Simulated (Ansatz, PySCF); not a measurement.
Potential energy surface of H3Si (cation, charge +1), singlet: umbrella (inversion) coordinate, bond length relaxed. Scanned: angle between the Si-H bonds and the threefold axis (90 = planar). Other coordinates (Si-H bond length) were minimised at B3LYP/def2-TZVP.

Levels of theory: RHF/def2-TZVP (PySCF); PBE/def2-TZVP (PySCF); CCSD(T)/aug-cc-pVQZ = CCSD(T) on RHF/aug-cc-pVQZ, frozen core (Ansatz, a program for electronic structure).

Energies relative to the lowest point of each profile, in eV:

```
a / °     RHF    PBE
------  -----  -----
90      0.000  0.000
96.90   0.127  0.105
99.90   0.263  0.216
105.90  0.683  0.561
108.90  0.970  0.797
111.90  1.310  1.077
114.90  1.705  1.402
117.90  2.158  1.775
120.90  2.670  2.199
123.90  3.245  2.676
126.90  3.887  3.209
129.90  4.600  3.805
```

Task: Predict the corresponding CCSD(T)/aug-cc-pVQZ column.

Result: 90: 0.000; 96.90: 0.112; 99.90: 0.230; 105.90: 0.597; 108.90: 0.846; 111.90: 1.141; 114.90: 1.481; 117.90: 1.869; 120.90: 2.306; 123.90: 2.793; 126.90: 3.333; 129.90: 3.928 (eV).
